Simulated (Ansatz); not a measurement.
Single points on the cluster Pd2H3.

```yaml
crystal:
  periodic: [false, false, false]
  atoms:
    - {symbol: Pd, position_ang: [0.269242, -0.005424, -0.179941]}
    - {symbol: Pd, position_ang: [-1.004898, -1.038649, 1.799478]}
    - {symbol: H, position_ang: [0.323582, 1.440387, -1.058820]}
    - {symbol: H, position_ang: [0.464220, -1.284119, 1.020694]}
    - {symbol: H, position_ang: [-0.052146, 0.887806, -1.581402]}
basis:
  gaussian: {orbitals: def2-TZVP, initial_orbitals: start.molden}
magnetization: {spin_polarized: true, initial_magnetization: 1}
hamiltonian: {xc: {name: B3LYP}, dispersion: d4}
scf: {omitted_lower_state_checks: [starts]}
output: {orbitals: {seedname: orbitals}}
```

The file start.molden holds the orbitals of an earlier run on this structure, at another level or in another basis.

```sh
$ ansatz run in.yaml --threads 4 --pin off --events-out ev --progress --plain --max-ram 3916MiB
```

Shortened log:

```
Functional definition: B3LYP
850 factors; their error is unknown
mean field evaluation 1: about -7011.8164 eV, gradient 3.2e0 eV
mean field evaluation 2: about -7011.8482 eV, gradient 5.7e-2 eV
mean field evaluation 4: about -7011.9342 eV, gradient 2.1e-2 eV
mean field evaluation 8: about -7011.9342 eV, gradient 3.2e-5 eV
mean field -7011.93418582 eV, -257.6838284693 hartree, gradient 1.1e-5 eV, S^2 0.758548; 0 other end points of the search recorded, 0 dependent functions left out
reference -7011.93443047 eV, -257.6838374599 hartree; 20, 19 occupied and 78, 79 virtual orbitals, 850 factors
Total energy: -7012.11889271 eV, -257.6906163223 hartree
Checks for a lower state left out: starts
```

Run time 2.2 s (4 threads of Intel Xeon 6975P-C on a shared host).

The first input with `hamiltonian: {xc: pbe}`, `correlation: {method: rpa}` and without the key `output` (abridged; 1.9 s):

```
Functional definition: PBE
mean field -7010.41963345 eV, -257.6281696960 hartree, gradient 2.6e-6 eV, S^2 0.753192
Total energy: -6996.28174600 eV, -257.1086119153 hartree
Checks for a lower state left out: starts
```

Geometry: PBE0-D4/def2-TZVP.

In the def2 sets Pd takes a core potential; there is no spin–orbit coupling. B3LYP takes the VWN-RPA correlation. Correlated methods freeze no core orbitals; core or outer-core shells of Pd are correlated, in sets that lack core-valence functions. In the doublet, H3 and H5 lie 0.85 Å apart (atoms count from 1), so H2 has formed as a molecule. The structure comes from a short search, and lower isomers may exist.
